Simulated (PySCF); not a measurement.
Fe(OH)3 (FeH3O3), SMILES [OH][Fe]([OH])[OH] (connectivity only; charge and spin as stated), neutral, multiplicity 6. The structure is a stationary point at PBE-D3(BJ)/def2-SVP. The spin state was assumed, not searched. Other conformers were not sampled.

The numbers are results of PBE-D3(BJ)/def2-SVP (PySCF), not measurements.

Harmonic wavenumbers (cm⁻¹): 107, 127, 128, 370, 370, 405, 573, 592, 592, 608, 687, 687, 3714, 3714, 3717. Rotational constants (GHz): 5.761, 5.761, 2.881; symmetry number 3.

Problem. Work out the zero-point energy and the ideal-gas rigid-rotor harmonic-oscillator thermochemistry at 298.15 K and 1 atm.

Solution. ZPE = ½ Σ hcν = ½ × 16391 cm⁻¹ = 98.04 kJ/mol. H − E(el) = 118.37 kJ/mol. Entropy in J/(mol K): translation 167.01, rotation 98.07, vibration 62.35, spin 14.90, total 342.32. G − E(el) = 16.31 kJ/mol. Cp = 101.18 J/(mol K). Modes under 150 cm⁻¹ make the vibrational entropy uncertain.
